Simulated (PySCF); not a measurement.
Worked example: dipole moment from atomic charges

CH₅BO, SMILES BOC. Atoms are numbered in the order given.

```xyz
8

B      0.2159    -1.2849     0.0000
H     -0.4129    -2.3028     0.0000
H      1.4193    -1.2596     0.0000
O     -0.4815    -0.1422     0.0000
C      0.1458     1.1244     0.0000
H      1.2351     1.0275     0.0000
H     -0.1721     1.6753     0.8872
H     -0.1721     1.6753    -0.8872
```

Coordinates come from a PBE0-D3(BJ)/def2-TZVP optimisation.

Charges (e) from ωB97X/def2-TZVPD run with PySCF:

| atom | ESP fit | IAO |
|---|---|---|
| B1 | 0.440 | 0.162 |
| H2 | -0.154 | -0.007 |
| H3 | -0.137 | -0.035 |
| O4 | -0.304 | -0.365 |
| C5 | -0.205 | -0.192 |
| H6 | 0.104 | 0.134 |
| H7 | 0.128 | 0.152 |
| H8 | 0.128 | 0.152 |

The dipole moment of the full density is 1.63 D.

Q: What dipole moment does each set of point charges give, and which comes closer to that of the density?

A: 
μ = Σ q r, and 1 e Å = 4.8032 D.
ESP fit: Σ q r = (0.165, 0.310, 0.000) e Å, |μ| = 1.69 D.
IAO: Σ q r = (0.249, 0.335, 0.000) e Å, |μ| = 2.01 D.
ESP fit comes closer in size. Point charges leave out the atoms' own dipoles (lone pairs, polarised bonds); fits to the potential absorb them, partitions of the density don't.
